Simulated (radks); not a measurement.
The titanium ion Ti+, configuration [Ar] 3d2 4p1 (not the ground configuration). Calculated with a radial shooting solver on a logarithmic mesh with Libxc functionals: Dirac Kohn-Sham, PBE, spin-unpolarised, spherical densities, point nucleus; open shells are shared between the two j in proportion to 2j + 1.

Radial electron density D(r) = 4 pi r^2 rho(r):

r (bohr)  D(r) (e/bohr)
0.005979          2.617
0.00685           3.294
0.007848          4.123
0.008991          5.129
0.0103            6.333
0.0119            7.846
0.01363           9.511
0.01562           11.40
0.01789           13.50
0.0205            15.76
0.02348           18.10
0.0269            20.41
0.03082           22.54
0.0356            24.41
0.04078           25.63
0.04672           26.16
0.05353           25.94
0.06133           24.98
0.07026           23.48
0.0805            21.78
0.09223           20.33
0.1065            19.56
0.122             19.93
0.1398            21.42
0.1602            23.71
0.1835            26.11
0.2102            27.75
0.2409            27.81
0.276             25.86
0.3187            21.83
0.3651            17.05
0.4183            12.53
0.4793            9.336
0.5491            8.000
0.6291            8.295
0.7207            9.376
0.8257            10.23
0.9536            10.11
1.093             8.898
1.252             6.973
1.434             4.896
1.643             3.124
1.882             1.868
2.157             1.114
2.471            0.7223
2.853            0.5306
3.269            0.4373
3.745            0.3598
4.291            0.2740
4.916            0.1847
5.632            0.1078
6.453           0.05342
7.393           0.02185
8.538          0.006627
9.782          0.001645
11.21         0.0003061

D(r) has 3 maxima, at r = 0.0479, 0.226, 0.873 bohr, and minima at 0.109, 0.567 bohr, inside which lie 2.14, 10.42 electrons.
